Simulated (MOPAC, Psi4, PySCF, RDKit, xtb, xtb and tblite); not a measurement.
Two geometries of H7BO3Si2, SMILES B([SiH2]O[SiH3])(O)O, relaxed at GFN2-xTB with one dihedral held; other torsions can differ between them too.

Structure A

```
13

O      1.5850    -1.1540    -0.4705
B      1.9574     0.1386    -0.1945
O      1.2021     1.1037    -0.7614
Si     3.7462     0.7032     0.4107
O      4.4019    -0.5326     1.2659
Si     5.5490    -1.3620     2.0435
H      1.6415    -1.8016     0.2268
H      0.4264     0.7872    -1.2334
H      4.6803     0.9455    -0.7057
H      3.8743     1.8932     1.2673
H      6.7034    -0.5053     2.3030
H      5.8991    -2.4874     1.1771
H      4.9126    -1.8063     3.2840
```

Structure B

```
13

O      1.5805    -1.1398    -0.2951
B      2.1149     0.1136    -0.2527
O      2.3831     0.6981    -1.4407
Si     2.5029     1.0820     1.4192
O      2.0292     0.0275     2.5887
Si     1.7287    -0.5041     4.0847
H      1.3960    -1.5419     0.5529
H      2.1647     0.1584    -2.2051
H      3.9068     1.4012     1.7293
H      1.7682     2.3299     1.6874
H      2.3297     0.3879     5.0720
H      2.3176    -1.8433     4.1258
H      0.2717    -0.5480     4.2100
```

### Question
Which is lower in energy at the level DF-MP2 (frozen core)/cc-pVTZ // GFN2-xTB (Psi4), and by how much?

### Answer
B is lower, by 6.60 kcal/mol (dihedral H7–O1–B2–Si4: 60° in A, 0° in B).

E(B) − E(A) in kcal/mol at the other levels, on the same two geometries: GFN2-xTB (xtb and tblite) -6.17; PBE/def2-TZVP // GFN2-xTB (Psi4) -6.20; PBE-D3(BJ)/def2-TZVP // GFN2-xTB (Psi4) -6.35; wB97X-D/def2-TZVP // GFN2-xTB (Psi4) -6.39; HF/cc-pVTZ // GFN2-xTB (Psi4) -6.27; UFF // GFN2-xTB (RDKit) 4.86; PM6, restricted, heats of formation // GFN2-xTB (MOPAC) -2.93; PM3, restricted, heats of formation // GFN2-xTB (MOPAC) -4.12; GFN1-xTB // GFN2-xTB (xtb) -4.63; restricted B3LYP/6-31G*, spherical d, density fitting // GFN2-xTB (PySCF) -6.59; restricted MP2 (frozen core)/6-31G*, spherical d // GFN2-xTB (PySCF) -7.10; restricted Hartree-Fock/STO-3G // GFN2-xTB (PySCF) -8.98; restricted MP2 (frozen core)/3-21G // GFN2-xTB (PySCF) -7.08.
